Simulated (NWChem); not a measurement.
# SnSiH4S, singlet; SMILES [SiH3][Sn][SH]

```xyz
7

Sn     0.7203    -0.1746     0.0001
S     -1.3121    -1.5229     0.0002
H     -0.6941    -2.7267    -0.0034
Si    -0.7939     2.0245     0.0001
H     -2.2673     1.7566     0.0268
H     -0.4906     2.8457    -1.2193
H     -0.4522     2.8770     1.1874
```
Atoms are numbered in this order, from 1.

Computed with NWChem. Low-valent species are run as closed-shell singlets; no triplet was tried in these runs. All runs use the structure optimised with PBE0/def2-SVP. def2 effective core potentials on Sn; no spin-orbit coupling. Level SCAN/def2-SVP: energy and gradient on several grids; changes count from the extra-fine grid, which is no exact limit either.

| grid | size of the energy change (μHa) | largest change of a gradient component (μHa/bohr) | time, medium = 1 (rough) |
|---|---|---|---|
| xcoarse | 20000 | 2000 | about 1 |
| coarse | 3000 | 600 | about 1 |
| medium | 300 | 500 | about 1 |
| fine | 200 | 300 | about 1 |
| xfine | < 10 | < 30 | 2 |
